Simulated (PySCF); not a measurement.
# Relaxation of quartet CoN(OH)

Level of theory: UPBE0 in PySCF with Co def2-TZVP, N def2-TZVP, O def2-TZVP, H def2-TZVP; no relativity; density-fitted integrals. A (50,194) grid was used.

A hand-made bent (heavy-atom frame) start, with no symmetry imposed:

```xyz
4
charge 0 multiplicity 4, angstrom
Co    0.0672   -0.0082   -0.3382
N     1.4024   -0.0082    0.5967
O    -1.3581   -0.0082    0.6598
H    -1.8636    0.7272    1.0138
```

At each step, columns x, y, z (Å) and Fx, Fy, Fz (eV/Å):

```
step 0  E − E(last) = 27.26 kJ/mol
Co   0.067  -0.008  -0.338   1.298   0.124   1.638
N    1.402  -0.008   0.597  -0.870   0.070  -1.262
O   -1.358  -0.008   0.660  -0.839  -0.314  -0.270
H   -1.864   0.727   1.014   0.410   0.120  -0.106
step 1  E − E(last) = 11.42 kJ/mol
Co   0.081  -0.046  -0.297   0.498   0.165   1.074
N    1.404   0.032   0.589  -0.368  -0.016  -0.691
O   -1.442  -0.026   0.571  -0.779   0.634   0.232
H   -1.795   0.742   1.068   0.649  -0.783  -0.614
step 2  E − E(last) = 3.29 kJ/mol
Co   0.096  -0.018  -0.197  -1.313  -0.042  -0.199
N    1.455   0.018   0.528   1.047   0.051   0.441
O   -1.508  -0.034   0.560   0.297  -0.252  -0.400
H   -1.796   0.738   1.042  -0.031   0.243   0.157
step 3  E − E(last) = 1.04 kJ/mol
Co   0.085  -0.031  -0.184  -0.433  -0.027   0.041
N    1.478   0.029   0.527   0.286   0.015   0.077
O   -1.534  -0.037   0.533   0.041   0.410   0.132
H   -1.781   0.742   1.055   0.106  -0.398  -0.250
step 4  E − E(last) = 0.83 kJ/mol
Co   0.076  -0.013  -0.167   0.377  -0.022   0.194
N    1.510   0.012   0.514  -0.242   0.002  -0.194
O   -1.529  -0.032   0.550   0.045  -0.397  -0.290
H   -1.809   0.735   1.036  -0.179   0.416   0.291
step 5  E − E(last) = 0.30 kJ/mol
Co   0.080  -0.021  -0.161   0.056  -0.024   0.085
N    1.509   0.019   0.512  -0.044  -0.002  -0.067
O   -1.541  -0.033   0.537   0.049  -0.013  -0.072
H   -1.800   0.738   1.044  -0.061   0.038   0.055
step 6  E − E(last) = 0.21 kJ/mol
Co   0.081  -0.023  -0.153   0.003  -0.024   0.040
N    1.515   0.019   0.507  -0.005  -0.004  -0.033
O   -1.545  -0.032   0.532   0.054   0.038  -0.029
H   -1.803   0.737   1.046  -0.051  -0.011   0.023
step 7  E − E(last) = 0.10 kJ/mol
Co   0.084  -0.024  -0.140  -0.029  -0.017  -0.013
N    1.530   0.017   0.497   0.024  -0.006   0.002
O   -1.550  -0.026   0.528   0.048   0.045   0.002
H   -1.816   0.736   1.047  -0.042  -0.022   0.009
step 8  E − E(last) = 0.03 kJ/mol
Co   0.088  -0.025  -0.130  -0.021  -0.005  -0.032
N    1.544   0.014   0.488   0.023  -0.007   0.013
O   -1.550  -0.020   0.526   0.022   0.024   0.014
H   -1.833   0.734   1.048  -0.024  -0.012   0.005
step 9  E − E(last) = 0.00 kJ/mol
Co   0.090  -0.025  -0.127  -0.006   0.006  -0.019
N    1.550   0.011   0.484   0.013  -0.008   0.007
O   -1.548  -0.017   0.528  -0.001   0.002   0.007
H   -1.844   0.734   1.047  -0.005  -0.001   0.006
step 10  E − E(last) = 0.00 kJ/mol
Co   0.090  -0.025  -0.128   0.000   0.009  -0.007
N    1.551   0.010   0.484   0.004  -0.007   0.000
O   -1.547  -0.016   0.529  -0.002  -0.008  -0.003
H   -1.846   0.734   1.047  -0.002   0.006   0.010
```

It ends at C1 with Co–N 1.583 Å, Co–O 1.764 Å, O–H 0.959 Å; Co–O–H 119.5°, N–Co–O 134.8° (after a last refinement on a finer grid). A frequency run shows a minimum. Other isomers or separated fragments may lie lower.

The determinant is spin-contaminated (⟨S²⟩ = 3.97, pure value 3.75). Open d and f shells are described by one determinant, and the ground state may have another occupation or spin. At this level a broken-symmetry Ms = 1/2 minimum of Cs symmetry lies 28 kJ/mol below this structure.

The relaxation took 42 s on 4 threads of a shared Intel Xeon Platinum 8259CL @ 2.50GHz (Skylake/Cascade Lake) host, with 113 basis functions and 11 gradients; the process peaked at 0.66 GiB.
